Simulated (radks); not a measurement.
The numbers below are computed, except where a source is named.
Ionisation of the arsenic ion As3+, [Ar] 3d10 4s2, to As4+, [Ar] 3d10 4s1, under several functionals. Dirac Kohn-Sham, spin-unpolarised, spherical densities, finite nucleus; a radial shooting solver on a logarithmic mesh with Libxc functionals. Known Delta-SCF values: exchange-only PBE 49.845 eV. What does PBE give, and what is its highest occupied eigenvalue?

Answer. 50.647 eV by Delta-SCF; the 4s1/2 eigenvalue is -44.425 eV. NIST: 50.2 eV (measured).

Beside tabulated values, note that spin-unpolarised runs miss the spin-polarisation part of the exchange energy of open shells.
